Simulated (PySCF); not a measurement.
**[PmBr2]+ at several levels of theory**

Computed with PySCF 2.14.0 (density fitting, no spin-orbit coupling) at the geometry relaxed with PBE0:

```xyz
3
[PmBr2]+ (singlet in the valence; each metal's 4f electrons, 4 of them, lie in its core potential, out of spins and levels)
Pm    0.0000    0.0000   -0.8377
Br    2.0930    0.0000    0.6698
Br   -2.0930    0.0000    0.6698
```

```csv
level,basis,state,HOMO (eV),gap (eV),charge on Pm1 (e),population of f-type functions on Pm1 (polarisation alone where 4f lies in the core),dipole about the centre of mass (D),largest force component (eV/Å)
PBE0,"Pm lcecp-1-SVP with ECP50, Br def2-SVP",singlet,-12.81,5.13,1.29,0.04,7.76,0.03
M06-L,the same,singlet,-11.75,4.06,1.41,0.04,7.83,0.38
PBE0,"Pm lcecp-1-TZVP with ECP50, Br def2-TZVP",singlet,-12.76,5.18,1.54,0.05,7.64,0.04
```

In the lcecp rows the 4f levels are missing from HOMO and gap, and the state counts the valence alone.

Charges are Mulliken's, which hang on the basis. The relaxation used the grid (50, 194), these runs (75, 302) or, all-electron (x2c bases, spin-free X2C Hamiltonian), (99, 590).

Problem. What does HF with Pm lcecp-1-SVP with ECP50, Br def2-SVP give here?

Solution. state singlet, HOMO (eV) -15.40, gap (eV) 10.04, charge on Pm1 (e) 1.60, population of f-type functions on Pm1 (polarisation alone where 4f lies in the core) 0.05, dipole about the centre of mass (D) 9.25, largest force component (eV/Å) 0.64. Time: 3.3 s on 2 threads of Arm Neoverse V2 (shared host), from an already converged density.

In the first row's basis the gap widens with exact exchange: 4.1 eV for M06-L (none); 5.1 eV for PBE0 (a fixed share); 10.0 eV for Hartree–Fock (rising or full at long range).

An lcecp potential fixes the number of 4f electrons, so in runs with it no electron can move into or out of that shell.
